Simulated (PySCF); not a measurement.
Calculation: PBE-D3(BJ)/def2-TZVP // PBE0-D4/def2-TZVP run with PySCF. Gas-phase values, no solvent. One relaxed conformer stands for a flexible species; it need not be the lowest. Delta-SCF ions had no search for a lower state. Excitations are Tamm–Dancoff values on a coarser integration grid. The basis has no diffuse functions, so Rydberg states are missing or too high.

Reference species (SMILES): `NC(=C)C(B)=C` (neutral, multiplicity 1).

- S1–T1 gap (TDA) = 0.61 eV
- S1 oscillator strength = 0.041
- vertical ionisation energy (Delta-SCF) = 8.08 eV
- HOMO–LUMO gap = 2.22 eV

Changed species: `B/C=C(/N)C=C`.

### Question
Give the shifts of the S1–T1 gap (TDA), S1 oscillator strength, vertical ionisation energy (Delta-SCF) and HOMO–LUMO gap.

### Answer
the S1–T1 gap (TDA) increases by 1.14 eV, to 1.75 eV; the S1 oscillator strength rises by 0.193, to 0.234; the vertical ionisation energy (Delta-SCF) increases by 0.33 eV, to 8.41 eV; the HOMO–LUMO gap rises by 0.80 eV, to 3.02 eV.
